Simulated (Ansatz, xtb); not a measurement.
**Ranking isomers of C4H6BNO**

5 gas-phase structures of C4H6BNO, from a drawn sample of its isomers (lower ones may exist). Each was relaxed with GFN2-xTB:

A. `Bc1cnc(C)o1`, a singlet
B. `Bc1nc(C)co1`, a singlet
C. `Bc1coc(C)n1`, a singlet
D. `Bc1ocnc1C`, a singlet
E. `Bc1ncoc1C`, a singlet

**Question.** Make a reasoned guess at their ranking by r2SCAN-D4/def2-SVP single-point energy.

**Answer.** Calculated order at r2SCAN-D4/def2-SVP: A (0.0), D (2.4), C (5.3), E (6.7), B (7.0) kcal/mol. Less than 1 kcal/mol parts E and B, so the order within that pair means little.

Energies above the lowest of each column, in kcal/mol; the last columns are at B3LYP-D3(BJ)/def2-SVP geometries:

```json
{"structure": "A", "GFN2-xTB": "0.0", "HF/STO-3G": "0.0", "r2SCAN-D4/def2-SVP": "0.0", "B3LYP-D3(BJ)/def2-SVP": "0.0", "CCSD(T)/def2-SVP + ΔMP2/def2-TZVPP": "0.0"}
{"structure": "D", "GFN2-xTB": "1.1", "HF/STO-3G": "2.7", "r2SCAN-D4/def2-SVP": "2.4", "B3LYP-D3(BJ)/def2-SVP": "1.5", "CCSD(T)/def2-SVP + ΔMP2/def2-TZVPP": "1.5"}
{"structure": "C", "GFN2-xTB": "4.3", "HF/STO-3G": "2.6", "r2SCAN-D4/def2-SVP": "5.3", "B3LYP-D3(BJ)/def2-SVP": "4.8", "CCSD(T)/def2-SVP + ΔMP2/def2-TZVPP": "3.7"}
{"structure": "E", "GFN2-xTB": "5.0", "HF/STO-3G": "3.5", "r2SCAN-D4/def2-SVP": "6.7", "B3LYP-D3(BJ)/def2-SVP": "5.0", "CCSD(T)/def2-SVP + ΔMP2/def2-TZVPP": "4.1"}
{"structure": "B", "GFN2-xTB": "4.4", "HF/STO-3G": "5.1", "r2SCAN-D4/def2-SVP": "7.0", "B3LYP-D3(BJ)/def2-SVP": "6.8", "CCSD(T)/def2-SVP + ΔMP2/def2-TZVPP": "7.0"}
```

Every level run on A puts it lowest or level with the lowest. Flexible structures stand in one conformer each, not always the lowest. ΔMP2 is the change of the MP2 energy from the smaller to the larger basis.

Over these structures GFN2-xTB departs from r2SCAN-D4/def2-SVP by 0.7 kcal/mol on average once a common shift is removed. A GFN2-xTB relaxation took about 0.063 s and the r2SCAN-D4/def2-SVP energy about 3.3 s on a shared host (Ansatz 0.2.0, xtb 6.7.1).
